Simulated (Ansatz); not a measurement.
Molecule: ScO, charge 0, multiplicity 2. SMILES: [O]=[Sc]
Geometry from a B3LYP-D3(BJ)/def2-TZVP (Ansatz, an electronic-structure program) optimisation:
```
Sc
O 1 1.6615
```
Charge 0, spin multiplicity 2.

Wanted: vertical ionisation energy to the singlet, in eV. Set-up: frozen cores in correlated levels (noble-gas shells and the d and f shells of earlier blocks); open shells spin-unrestricted; each state is the SCF solution reached for its charge and spin; non-relativistic; no spin-orbit coupling; six Cartesian d functions in 6-31G* and its kin unless marked 5d. First-principles rows: single points at B3LYP-D3(BJ) geometries (Ansatz).

```json
[
 {"species": "charge 1, singlet", "coefficient": "+1", "E at MP2/6-31G* (Ansatz), Eh": "-834.62216", "E at PBE/def2-TZVPD (Ansatz), Eh": "-835.44355"},
 {"species": "charge 0, doublet", "coefficient": "-1", "E at MP2/6-31G* (Ansatz), Eh": "-834.83686", "E at PBE/def2-TZVPD (Ansatz), Eh": "-835.67894"}
]
```

 1 Eh = 27.2114 eV.

Problem. Compute it at each level from the table.

Solution. 
- MP2/6-31G*: the sum of coefficient times E is 0.21470 Eh, or 5.842 eV. Result: 5.84 eV.
- PBE/def2-TZVPD: the sum of coefficient times E is 0.23539 Eh, or 6.405 eV. Result: 6.41 eV.
